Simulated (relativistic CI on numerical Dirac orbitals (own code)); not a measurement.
**Eu⁵⁷⁺: computed level list**

Method of calculation: Dirac-Coulomb-Breit CI, orbitals from a KLI potential per configuration, model QED, unscaled Slater integrals (own radial code, finite nucleus).

Configuration list (outside the closed core 1s2): 2s2.2p2, 2s.2p3, 2p4, 2p3.3s, 2p3.3p, 2p3.3d, 2s2.2p.3s, 2s2.2p.3p, 2s2.2p.3d, 2s.2p2.3s, 2s.2p2.3p, 2s.2p2.3d, 2s2.2p.4s, 2s2.2p.4p, 2s2.2p.4d, 2s2.2p.4f. Levels of other configurations are missing.

The lowest level is 2s2.2p2 3P_0, with 69 % of that term; Hund's rules for 2s2.2p2 give 3P with J = 0, in agreement.

```csv
No.,Configuration,Term,J,E (10³ cm⁻¹),%,Next component (%),Lifetime (s)
1,2s2.2p2,3P,0,0.0,69,31 1S,
2,2s2.2p2,3P,1,5429.3,100,,5.19e-10
3,2s2.2p2,1D,2,5570.5,64,36 3P,1.96e-07
4,2s.2p3,3P°,2,7319.1,47,29 5S°,4.59e-11
5,2s.2p3,3D°,1,7909.2,33,29 1P°,3.43e-13
6,2s2.2p2,3P,2,11134.4,64,35 1D,1.18e-10
7,2s2.2p2,1S,0,11539.6,68,31 3P,9.81e-11
8,2s.2p3,5S°,2,12564.0,49,47 3D°,1.55e-12
9,2s.2p3,3D°,3,12892.1,100,,1.63e-12
10,2s.2p3,3P°,0,13277.9,100,,4.27e-13
11,2s.2p3,3S°,1,13429.3,50,42 3D°,2.21e-13
12,2s.2p3,1D°,2,13512.7,74,21 3D°,2.26e-13
13,2s.2p3,3P°,1,13538.7,60,32 1P°,3.44e-13
14,2p4,3P,2,15525.1,68,31 1D,2.38e-13
15,2p4,1S,0,15960.5,63,36 3P,2.04e-13
16,2s.2p3,3P°,2,18688.4,51,17 5S°,4.53e-13
17,2s.2p3,1P°,1,19256.8,38,25 3S°,1.75e-13
18,2p4,3P,1,21050.0,100,,1.49e-13
19,2p4,1D,2,21196.1,69,31 3P,1.57e-13
20,2p4,3P,0,26944.0,63,36 1S,1.12e-13
21,2s2.2p.3s,3P°,0,57733.6,99,,9.37e-15
22,2s2.2p.3s,3P°,1,57760.3,67,33 1P°,7.48e-15
23,2s2.2p.3p,3D,1,58298.3,73,22 1P,6.61e-13
24,2s2.2p.3p,3P,0,58603.5,68,31 1S,2.55e-13
25,2s.2p2.3s,5P,1,59421.4,42,29 3S,9.84e-15
26,2s.2p2.3s,3P,0,59696.8,69,30 1S,1.02e-14
27,2s.2p2.3p,3P°,1,60052.1,32,22 5D°,2.92e-15
28,2s2.2p.3p,3D,2,60059.5,53,31 1D,4.37e-13
29,2s.2p2.3p,3P°,0,60059.5,49,44 5D°,2.61e-13
30,2s2.2p.3p,3P,1,60083.8,46,29 3S,1.84e-13
```

Energies count from the lowest computed level; ° marks odd parity; lifetimes are radiative, by E1, M1, E2, M2 decay to levels of this space only.

The mean weight of the leading LS term, summed over parents, in these 30 levels is 64 %, and that of the leading jj configuration (from the same eigenvectors) 99 %, so jj coupling describes them better and the LS labels are nominal.

At this charge energies of transitions that change n are usually good to better than 1 %, and those within a shell (Δn = 0) to a few per cent.

LS names give the leading component of a level, which can be under half, so a name can repeat, a term be missing and a line seem to break the LS rules.
